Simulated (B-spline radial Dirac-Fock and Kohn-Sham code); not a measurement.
Magnetic form factor of the 5d shell of Re²⁺

System: the Re²⁺ ion in the configuration [Xe] 4f14 5d5.

Level of theory: relativistic Hartree-Fock (Dirac-Fock) wave functions, averaged over the configuration; a radial finite-basis atomic code. ⟨j_K⟩ is the integral of the 5d radial density with the spherical Bessel function j_K(4πsr), s = sin θ/λ.

```csv
s (Å⁻¹),⟨j0⟩,⟨j2⟩,⟨j4⟩
0,1.0000,0.0000,0.0000
0.05,0.9350,0.0256,0.0003
0.1,0.7653,0.0883,0.0040
0.15,0.5488,0.1573,0.0158
0.2,0.3425,0.2059,0.0365
0.25,0.1798,0.2233,0.0617
0.3,0.0695,0.2131,0.0853
0.35,0.0051,0.1848,0.1026
0.4,-0.0256,0.1485,0.1117
0.45,-0.0346,0.1115,0.1129
0.5,-0.0311,0.0781,0.1078
0.6,-0.0110,0.0293,0.0862
0.7,0.0076,0.0037,0.0599
0.8,0.0176,-0.0055,0.0366
0.9,0.0200,-0.0057,0.0191
1,0.0176,-0.0021,0.0077
1.1,0.0132,0.0023,0.0014
1.2,0.0086,0.0059,-0.0014
1.4,0.0017,0.0091,-0.0010
1.6,-0.0010,0.0083,0.0020
```

Radial moments of the shell: ⟨r²⟩ = 3.652, ⟨r⁴⟩ = 23.48, ⟨r⁶⟩ = 245.9 in powers of bohr.

Values without a named source are computed, but for edge energies of neutral atoms, which are taken from tables.
